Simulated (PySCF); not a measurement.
Spinor energies of Ba³⁷⁺ (barium, charge +37)

Start: [Ar] 3d1; 3d3/2 filled at m_j = +3/2. Calculated with PySCF 2.14 in an even-tempered Gaussian basis (16 s from 7.3 bohr⁻², ratio 2.8; 12 p from 9.5 bohr⁻², ratio 2.8; 8 d from 9.5 bohr⁻², ratio 2.8; 3 f from 29 bohr⁻², ratio 3): generalised Hartree-Fock with the X2C-1e Hamiltonian and a Gaussian nucleus; one run each with spin-orbit coupling (SO) switched off, then screened by Boettger's factors.

```tsv
spinor shell	electrons	ε, spin-free (eV)	ε, screened SO (eV)	weight of nominal j (screened SO)	rms radius, screened SO (bohr)
1s1/2	2	-39633.2	-39628.2	1.000	0.0292
2s1/2	2	-8000.7	-7998.9	1.000	0.117
2p1/2	2	-7380.2	-7653.1	1.000	0.101
2p3/2	4	-7380.2	-7257.7	1.000	0.106
3s1/2	2	-2959.9	-2959.3	1.000	0.290
3p1/2	2	-2753.7	-2821.7	0.999	0.279
3p3/2	4	-2753.7	-2722.9	1.000	0.289
3d3/2	1	-2537.4	-2549.5	1.000	0.250
```

| quantity | spin-free | screened SO |
| --- | --- | --- |
| E (hartree) | -7049.77627 | -7053.25716 |
| M_J | 3/2 | 3/2 |
| ⟨J²⟩ | 3.969 | 3.750 |
| ⟨L²⟩ | 6.001 | 6.017 |
| ⟨S²⟩ | 0.750 | 0.767 |

Each row is a mean over spinors that exchange with the open shell spreads, by up to 17.983 eV (3p1/2).

Breit and QED terms are absent; they matter most for the inner s and p1/2 levels.

Densities and radii are taken from the X2C orbitals without a picture-change correction, which distorts them close to the nucleus.

Without spin-orbit coupling the j labels of p, d and f shells carry no meaning; the spin-free column gives the mean over the occupied spinors of each nl shell, and its ⟨J²⟩ belongs to a mixture of degenerate components.
